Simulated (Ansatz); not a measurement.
Job for Ansatz (a first-principles code): R-wB97M-V/def2-TZVPPD on CH2ClN (a complex). Files ending in .json are basis or fitting sets from the Basis Set Exchange.

Ansatz 0.2 input:
```yaml
crystal:
  periodic: [false, false, false]
  atoms:
    - {symbol: Cl, position_ang: [-0.34072141, -1.53255421, -0.63115343]}
    - {symbol: H, position_ang: [-0.27153273, -0.80216449, 0.43500010]}
    - {symbol: C, position_ang: [-0.10278605, 0.99551745, 3.05019412]}
    - {symbol: N, position_ang: [-0.16310760, 0.34697049, 2.10989060]}
    - {symbol: H, position_ang: [-0.04639318, 1.60010089, 3.92788695]}
basis:
  gaussian:
    orbitals: def2-TZVPPD.json
hamiltonian:
  xc: {name: wB97M-V}
scf: {lower_state_search: off}
```

### Question
What total energy does the run end on?

### Answer
-554.2319 hartree.
